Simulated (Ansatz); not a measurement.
Mg2N2⁺, relaxed as a doublet with UKS r2SCAN-D4/def2-TZVP in Ansatz, starting from the r2SCAN-D4/def2-TZVP geometry of the neutral singlet. Force threshold 0.02 eV/Å.

The gap within one spin of the relaxed charge 1 doublet nearly closes, so an electron or hole may be smeared out by delocalisation error. In the doublet geometry the species has come apart into loosely held pieces. The structure comes from a short search, and lower isomers may exist.

Start:

```tsv
atom	x (Å)	y (Å)	z (Å)
Mg1	0.4167	-1.3517	0.0762
Mg2	0.0728	1.4015	-0.1924
N3	-0.5092	-0.1729	-1.1199
N4	0.0197	0.1230	1.2360
```

Q: Estimate the energy that the relaxation releases and the steps that it takes.

A: 401.0 kJ/mol, in 54 steps; 94 s on 4 threads of Arm Neoverse V2 on a shared host. The force fell under the threshold at step 51, but the optimiser went on and released 0.017 eV more. No frequencies were taken in this run, so the end may be a saddle point.

Q: Does the start keep its bonding and symmetry?

A: Bonds lost: Mg1–N3, Mg1–N4, Mg2–N3, Mg2–N4 (atoms count from 1). Bonds formed: N3–N4 (atoms count from 1). Metal–metal contacts that move far: Mg1–Mg2 2.79 to 16.21 Å. The end holds 3 separate pieces. Point group C2v at the start, Cs at the end, both within 0.05 Å.

Q: Predict the relaxed structure.

A: 
```xyz
4

Mg    0.402   -8.148   -0.403
Mg   -1.588    7.866   -1.948
N     0.346    0.044    0.697
N     0.839    0.238    1.654
```
Bond lengths (bridged metal pairs left out): 1 × N–N 1.09 Å.
